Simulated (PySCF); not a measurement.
C₆ coefficients of unlike pairs at PBE0

Calculated with PySCF 2.14 from the dipole response of each species, C₆(A,B) = (3/π) ∫ α_A(iu) α_B(iu) du, in atomic units, from isotropic polarisabilities. For ions this is the dispersion term alone; charge-induced terms of lower order in 1/R come first.

```json
{"species": "F⁺", "configuration": "[He] 2s2 2p4 (3P)", "basis": "aug-cc-pVQZ (6s5p4d3f2g)", "relativity": "none", "α (bohr³)": "1.829", "C₆ (like pair)": "3.400"}
{"species": "C⁺", "configuration": "[He] 2s2 2p1 (2P)", "basis": "x2c-QZVPPall with one added diffuse shell each of s, p, d, f type (8s5p4d3f1g)", "relativity": "spin-free X2C", "α (bohr³)": "6.063", "C₆ (like pair)": "14.51"}
{"species": "P⁺", "configuration": "[Ne] 3s2 3p2 (3P)", "basis": "aug-cc-pwCVQZ (10s9p7d5f3g)", "relativity": "none", "α (bohr³)": "14.32", "C₆ (like pair)": "73.81"}
{"species": "Ne⁺", "configuration": "[He] 2s2 2p5 (2P)", "basis": "aug-cc-pVQZ (6s5p4d3f2g)", "relativity": "none", "α (bohr³)": "1.350", "C₆ (like pair)": "2.365"}
```

(1) Estimate C₆ for C⁺ with F⁺.

No spin-orbit coupling is included.

The other pairs:

```tsv
pair	C₆
Ne⁺, F⁺	2.820
P⁺, C⁺	32.64
Ne⁺, C⁺	5.077
Ne⁺, P⁺	10.99
P⁺, F⁺	13.95
```

Answers

(1) The integral gives 6.397. The combination rule 2 C_A C_B / (C_A α_B/α_A + C_B α_A/α_B) gives 6.306 and the geometric mean 7.024.
